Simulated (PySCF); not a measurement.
A TDDFT job was run through a driver script with this input:

```
{"job": {"kind": "uv", "xc": "CAM-B3LYP", "basis": "def2-SVPD", "nstates": 8, "ntriplets": 3}, "charge": 0, "multiplicity": 1}
C      2.488138     0.248106     0.751381
C      1.871093    -0.316281    -0.272321
C      0.579385    -1.046792    -0.146988
P     -0.781247     0.150210    -0.553394
C     -2.303001    -0.784128    -0.116517
P     -0.597880     1.639518     1.050256
Se    -0.764229     0.822143    -2.550164
H      3.402591     0.802227     0.629554
H      2.110908     0.158029     1.759205
H      2.257693    -0.216282    -1.277514
H      0.509845    -1.872105    -0.859637
H      0.414527    -1.406512     0.871374
H     -3.167234    -0.166801    -0.357952
H     -2.338159    -1.688491    -0.722679
H     -2.309159    -1.035687     0.942579
H      0.307282     2.387399     0.307631
H     -1.687551     2.337475     0.535276
```

Its output, with some lines taken out ([cut]):

```
coarse grid: 65600 points
cycle   1  E = -3242.0606126746  dE = -2.948e-02  |g| = 4.460e-01  |ddm| = 6.329e+00
cycle   2  E = -3242.0559878415  dE =  4.625e-03  |g| = 4.912e-01  |ddm| = 1.922e+00
cycle   3  E = -3242.1303967587  dE = -7.441e-02  |g| = 9.115e-02  |ddm| = 1.144e+00
cycle   4  E = -3242.1320703650  dE = -1.674e-03  |g| = 2.281e-02  |ddm| = 1.875e-01
cycle   5  E = -3242.1322087247  dE = -1.384e-04  |g| = 1.063e-02  |ddm| = 6.706e-02
cycle   6  E = -3242.1322384420  dE = -2.972e-05  |g| = 2.179e-03  |ddm| = 2.058e-02
cycle   7  E = -3242.1322398825  dE = -1.440e-06  |g| = 7.988e-04  |ddm| = 5.318e-03
final grid: 135480 points
cycle   8  E = -3242.1322381705  dE = -1.510e-07  |g| = 8.828e-04  |ddm| = 8.528e-03
cycle   9  E = -3242.1322380970  dE =  7.355e-08  |g| = 1.058e-03  |ddm| = 3.020e-03
cycle  10  E = -3242.1322383816  dE = -2.846e-07  |g| = 7.046e-05  |ddm| = 1.592e-03
cycle  11  E = -3242.1322383832  dE = -1.621e-09  |g| = 2.517e-05  |ddm| = 1.812e-04
cycle  12  E = -3242.1322383837  dE = -4.179e-10  |g| = 1.409e-05  |ddm| = 1.446e-04
converged SCF energy = -3242.1322383837

Static polarisability (au): isotropic 131.198, principal 115.864 124.766 152.965

Singlet excitations
state   eV       nm        f      main configurations
  1   4.4147    280.8   0.00321   H-1->L 0.89
  2   4.4478    278.8   0.06310   H->L 0.85
  3   5.2899    234.4   0.02878   H->L+1 0.81, H-1->L+1 0.08
  4   5.3745    230.7   0.00316   H-1->L+1 0.60, H-1->L+4 0.11
[cut]
[cut]
[cut]
  8   5.7634    215.1   0.04021   H->L+2 0.30, H->L+4 0.19, H-1->L+3 0.16

[cut]
```

Theory: TDDFT CAM-B3LYP/def2-SVPD, vertical, gas phase, core orbitals frozen in the response (PySCF). Isolated species at its GFN2-xTB geometry (one conformer only). Relativistic effects, spin–orbit coupling among them, are left out although an element past zinc is present.

Question: What stood in the cut lines?

Answer: 
```
  5   5.4448    227.7   0.01592   H->L+2 0.41, H->L+4 0.31
  6   5.5153    224.8   0.00523   H->L+3 0.41, H-1->L+1 0.14, H->L+7 0.10
  7   5.5714    222.5   0.04252   H-1->L+2 0.35, H-1->L+4 0.29, H-1->L+1 0.09
Triplet excitations (Tamm-Dancoff, eV): 3.7656 4.0347 4.3293
```

Question: What is the polarisability anisotropy, √(½[(α1 − α2)² + (α2 − α3)² + (α3 − α1)²])?

Answer: 33.55 au.

Question: Give the mean polarisability in Å³.

Answer: 131.20 au × 0.148185 = 19.44 Å³.

Question: Which orbital energies lie behind H and L?

Answer: HOMO -7.11 eV and LUMO 0.34 eV, a gap of 7.45 eV; state 1 differs from that by -3.03 eV.

Question: Which species is it?

Answer: `C=CC[P@@](C)(P)=[Se]` (C4H10P2Se), point group C1.

The SCF starts on a coarse grid; the energy jumps when the final grid takes over, and dE counts afresh there. H and L stand for HOMO and LUMO.

Shape of the structure used: `[CH2:1]=[CH:2][CH2:3][P@@:4]([CH3:5])([PH2:6])=[Se:7]`: C1–C2–C3–P4 95°, C2–C3–P4–C5 -172°, H–P6–P4–C3 89°, H–P6–P4–C3 -179°.
